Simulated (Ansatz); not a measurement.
The cluster Si6O⁺. Total charge 1; doublet. Geometry r2SCAN-D4/def2-SVP.

| atom | x (Å) | y (Å) | z (Å) |
| --- | --- | --- | --- |
| O1 | -0.274 | 2.070 | 0.366 |
| Si2 | -0.068 | -2.183 | 0.536 |
| Si3 | 0.468 | -0.557 | -1.116 |
| Si4 | 0.887 | 1.939 | -0.824 |
| Si5 | -1.646 | -0.639 | 0.016 |
| Si6 | 2.084 | -2.051 | -0.377 |
| Si7 | -1.450 | 1.420 | 1.399 |

HSE06 is defined as in plane-wave codes, on full-range PBE exchange. Another isomer (doublet) lies 0.45 eV lower at PBE0-D4/def2-TZVP; other spin states weren't run for this one.

(1) Estimate the α-spin orbital energies around the gap (eV) in Ansatz with PBE-D4/def2-SVP, PBE-D4/def2-TZVP, PBE0-D4/def2-SVP, HSE06-D4/def2-TZVP, ωB97M-V/def2-TZVP.

Results:

(1) 
| orbital | PBE-D4/def2-SVP | PBE-D4/def2-TZVP | PBE0-D4/def2-SVP | HSE06-D4/def2-TZVP | ωB97M-V/def2-TZVP |
| --- | --- | --- | --- | --- | --- |
| HOMO−13 | -19.81 | -19.53 | -21.80 | -21.06 | -24.01 |
| HOMO−12 | -19.31 | -19.11 | -21.26 | -20.62 | -23.60 |
| HOMO−11 | -16.95 | -16.74 | -18.66 | -18.01 | -20.86 |
| HOMO−10 | -15.76 | -15.60 | -17.36 | -16.75 | -19.60 |
| HOMO−9 | -14.40 | -14.26 | -15.98 | -15.42 | -18.29 |
| HOMO−8 | -14.37 | -14.24 | -15.82 | -15.25 | -17.94 |
| HOMO−7 | -13.78 | -13.69 | -15.32 | -14.78 | -17.55 |
| HOMO−6 | -13.24 | -13.14 | -14.46 | -13.93 | -16.49 |
| HOMO−5 | -12.00 | -11.90 | -13.13 | -12.61 | -15.08 |
| HOMO−4 | -11.07 | -10.92 | -11.96 | -11.41 | -13.49 |
| HOMO−3 | -10.75 | -10.58 | -11.63 | -11.06 | -13.04 |
| HOMO−2 | -10.35 | -10.22 | -11.18 | -10.67 | -12.66 |
| HOMO−1 | -10.08 | -9.96 | -10.93 | -10.42 | -12.45 |
| HOMO | -9.45 | -9.34 | -10.21 | -9.73 | -11.42 |
| LUMO | -8.48 | -8.38 | -7.83 | -8.06 | -5.77 |
| LUMO+1 | -8.16 | -8.06 | -7.56 | -7.78 | -5.57 |
| LUMO+2 | -7.40 | -7.36 | -6.60 | -6.93 | -4.58 |
| LUMO+3 | -7.24 | -7.15 | -6.51 | -6.77 | -4.47 |
| LUMO+4 | -7.01 | -6.93 | -6.29 | -6.56 | -4.26 |
| LUMO+5 | -5.40 | -5.48 | -4.58 | -5.03 | -2.85 |
| β HOMO | -9.95 | -9.84 | -10.74 | -10.24 | -12.19 |
| β LUMO | -8.87 | -8.74 | -8.17 | -8.38 | -6.32 |
